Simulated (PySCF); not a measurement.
Gas-phase reaction: SnH3Cl + H = SnH4 + Cl

Method: PySCF energies plus ideal-gas RRHO corrections (1 bar). † marks an energy on the PBE0/def2-TZVP geometry and frequencies; other levels use their own. MP2 freezes the core. Open shells (unrestricted): H (multiplicity 2), Cl (multiplicity 2, electronic degeneracy 6); the rest are closed-shell singlets. Spin-orbit splitting is ignored; it lowers the true energy and changes the entropy of Cl. B3LYP is the form with VWN-RPA correlation. Sn: scalar-relativistic def2 core potential, no spin-orbit coupling. SnH3Cl: computed as isolated molecules; such fragments, hydroxides, amides, oligomers or adducts are transient or little studied in the gas. MP2 isn't extrapolated to the basis-set limit; its ΔH°(298 K) is 72.0 kJ in def2-SVP and 88.9 kJ in def2-TZVPP. The harmonic model lacks anharmonicity and excited electronic states, which grow with temperature; levels with a mode under 35 cm⁻¹ are left out.

```json
[
 {"level": "B3LYP/def2-TZVP†", "ΔE electronic, kJ": "45", "ΔH°(298 K), kJ": "56", "ΔS°(298 K), J/K": "6", "ΔG°(1200 K), kJ": "55"},
 {"level": "BLYP/def2-TZVP†", "ΔE electronic, kJ": "47", "ΔH°(298 K), kJ": "57", "ΔS°(298 K), J/K": "6", "ΔG°(1200 K), kJ": "57"},
 {"level": "MP2/def2-TZVPP†", "ΔE electronic, kJ": "78", "ΔH°(298 K), kJ": "89", "ΔS°(298 K), J/K": "6", "ΔG°(1200 K), kJ": "88"},
 {"level": "PBE/def2-TZVP†", "ΔE electronic, kJ": "73", "ΔH°(298 K), kJ": "84", "ΔS°(298 K), J/K": "6", "ΔG°(1200 K), kJ": "83"},
 {"level": "PBE0/def2-SVP†", "ΔE electronic, kJ": "62", "ΔH°(298 K), kJ": "73", "ΔS°(298 K), J/K": "6", "ΔG°(1200 K), kJ": "72"},
 {"level": "PBE0/def2-TZVP", "ΔE electronic, kJ": "68", "ΔH°(298 K), kJ": "78", "ΔS°(298 K), J/K": "6", "ΔG°(1200 K), kJ": "78"}
]
```
ΔH° is lowest at B3LYP/def2-TZVP† and highest at MP2/def2-TZVPP†. No reference value is set beside these.
